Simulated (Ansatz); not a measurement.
CH6Si3, SMILES `[SiH2]=C=[SiH][SiH3]` (charge 0, multiplicity 1).

Cartesian coordinates (Å):
SMILES: [SiH2]=C=[SiH][SiH3]
```xyz
10

Si     2.6939     0.1745     0.4955
C      1.2627    -0.1952    -0.2952
Si    -0.2292    -0.5229    -0.9962
Si    -2.2249     0.1665    -0.0146
H      3.3331    -0.7179     1.4898
H      3.4645     1.4162     0.2547
H     -0.3357    -1.2627    -2.2823
H     -3.1039    -1.0066     0.2415
H     -1.9110     0.8511     1.2634
H     -2.9494     1.0970    -0.9220
```
Charge 0, spin multiplicity 1.

Frozen-core energies in 6-31g from Ansatz (a quantum-chemistry and plane-wave program) at a geometry from PBE0-D3(BJ)/def2-TZVP; the HF reference has <S^2> = 0.00 (restricted, and unstable towards unrestricted orbitals) and the T1 diagnostic is 0.016.

```csv
level,energy (Ha)
HF,-907.83687
MP2,-908.10118
CCSD,-908.14979
```

Task: Estimate the energies of CCSD(T), CCSDT and CCSDT(Q), and give each level's difference from CCSDT(Q).

Result: 
```
level     energy (Ha)  difference from CCSDT(Q) (mHa)
--------  -----------  ------------------------------
MP2        -908.10118                           61.76
CCSD       -908.14979                           13.15
CCSD(T)    -908.16109                            1.85
CCSDT      -908.16193                            1.01
CCSDT(Q)   -908.16294                            0.00
```
